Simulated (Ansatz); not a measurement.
```yaml
crystal:
  periodic: [false, false, false]
  atoms:
    - {symbol: N, position_ang: [1.134802, -3.119073, 0.645241]}
    - {symbol: C, position_ang: [0.782152, -2.045001, 0.421845]}
    - {symbol: C, position_ang: [0.319564, -0.741589, 0.151657]}
    - {symbol: C, position_ang: [-0.937912, -0.225743, 0.073717]}
    - {symbol: C, position_ang: [-0.775502, 1.150137, -0.229270]}
    - {symbol: C, position_ang: [0.562562, 1.359871, -0.310537]}
    - {symbol: O, position_ang: [1.243261, 0.223938, -0.082685]}
    - {symbol: H, position_ang: [-1.855732, -0.772420, 0.217017]}
    - {symbol: H, position_ang: [-1.550426, 1.886168, -0.368137]}
    - {symbol: H, position_ang: [1.160532, 2.232412, -0.515846]}
basis:
  gaussian: {orbitals: aug-cc-pVTZ}
hamiltonian: {xc: {name: B2PLYP}}
output: {forces: true}
```

```sh
$ ansatz run in.yaml --threads 4 --pin off --events-out ev --progress --plain --max-ram 10444MiB
```

It prints (some lines left out):

```
Functional definition: B2PLYP
2315 factors; integrals over basis functions are off by at most 7.7e-4 eV
mean field evaluation 1: about -8748.8053 eV, gradient 5.3e1 eV
mean field evaluation 2: about -8748.9907 eV, gradient 5.3e1 eV
mean field evaluation 4: about -8754.5108 eV, gradient 1.5e1 eV
mean field evaluation 8: about -8754.9626 eV, gradient 1.1e0 eV
mean field evaluation 16: about -8754.9656 eV, gradient 9.0e-4 eV
mean field -8754.96560961 eV, -321.7390518245 hartree, gradient 5.0e-6 eV, S^2 0.000000; 0 other end points of the search recorded, 0 dependent functions left out
7 core orbitals not correlated: weight in the atoms' cores, before any rotation towards them, 1.000 or more for the frozen orbitals, at most 0.000 for the correlated occupied ones
reference -8754.96580888 eV, -321.7390591475 hartree; 17, 17 occupied and 367, 367 virtual orbitals, 2315 factors
second order -40.34028795 eV of doubles, -0.00000000 eV of singles
Total energy: -8765.85768663 eV, -322.1393282719 hartree
Atom 0 at     1.134802    -3.119073     0.645241 Å, force     0.293869    -0.902658     0.187841 eV/Å
Atom 1 at     0.782152    -2.045001     0.421845 Å, force    -0.223668     0.753415    -0.157342 eV/Å
Atom 2 at     0.319564    -0.741589     0.151657 Å, force    -0.129349    -0.312938     0.071431 eV/Å
Atom 3 at    -0.937912    -0.225743     0.073717 Å, force    -0.331243    -0.124016     0.034342 eV/Å
Atom 4 at    -0.775502     1.150137    -0.229270 Å, force    -0.296065     0.201146    -0.033609 eV/Å
Atom 5 at     0.562562     1.359871    -0.310537 Å, force     0.066138     0.637000    -0.142322 eV/Å
Atom 6 at     1.243261     0.223938    -0.082685 Å, force     0.507761    -0.131045     0.016291 eV/Å
Atom 7 at    -1.855732    -0.772420     0.217017 Å, force     0.094524     0.053232    -0.014129 eV/Å
Atom 8 at    -1.550426     1.886168    -0.368137 Å, force     0.086339    -0.070883     0.013336 eV/Å
Atom 9 at     1.160532     2.232412    -0.515846 Å, force    -0.068306    -0.103253     0.024161 eV/Å
Dipole moment:    -0.434497     0.867290    -0.176361 e Å
```

It took 54 s on 4 threads of an Arm Neoverse V1 on a shared host, with 2.1 GiB of host memory at the peak.
